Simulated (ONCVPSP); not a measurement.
## Reading a pseudo-wave (cobalt)

Columns: radius, all-electron u(r) and pseudo u(r) of the 3p shell (level -65.69 eV) of cobalt in the configuration [Ne] 3s2 3p6 3d7 4s2; PW91, scalar-relativistic, ONCV scheme, ONCVPSP 4.0.1.

| r (bohr) | all-electron | pseudo |
| --- | --- | --- |
| 0.088 | -0.5209 | 0.0547 |
| 0.175 | -0.5584 | 0.2047 |
| 0.262 | -0.1309 | 0.4204 |
| 0.350 | 0.3848 | 0.6626 |
| 0.438 | 0.7942 | 0.8853 |
| 0.525 | 1.0491 | 1.0528 |
| 0.612 | 1.1704 | 1.1512 |
| 0.700 | 1.1915 | 1.1782 |
| 0.788 | 1.1460 | 1.1424 |
| 0.875 | 1.0630 | 1.0628 |
| 0.962 | 0.9614 | 0.9613 |
| 1.050 | 0.8528 | 0.8526 |
| 1.138 | 0.7461 | 0.7460 |
| 1.225 | 0.6472 | 0.6471 |
| 1.312 | 0.5571 | 0.5570 |
| 1.400 | 0.4757 | 0.4757 |
| 1.487 | 0.4050 | 0.4049 |
| 1.575 | 0.3428 | 0.3427 |
| 1.662 | 0.2898 | 0.2897 |
| 1.750 | 0.2438 | 0.2438 |
| 1.838 | 0.2047 | 0.2047 |
| 1.925 | 0.1719 | 0.1719 |
| 2.012 | 0.1442 | 0.1441 |
| 2.100 | 0.1205 | 0.1205 |
| 2.188 | 0.1006 | 0.1006 |
| 2.275 | 0.0841 | 0.0840 |

How many radial nodes do the two functions have?

The all-electron 3p function has n − l − 1 = 1; the pseudo-wave has 0, since the states of the same l below it are removed with the core.

At about which radius was the pseudo-wave matched?

0.90 bohr, where the columns begin to agree (steps of 0.09 bohr).

Is the pseudo-wave norm-conserving?

Yes: the ONCV scheme keeps the norm inside the radius equal to the all-electron one, which fixes the energy derivative of the logarithmic derivative at the level.
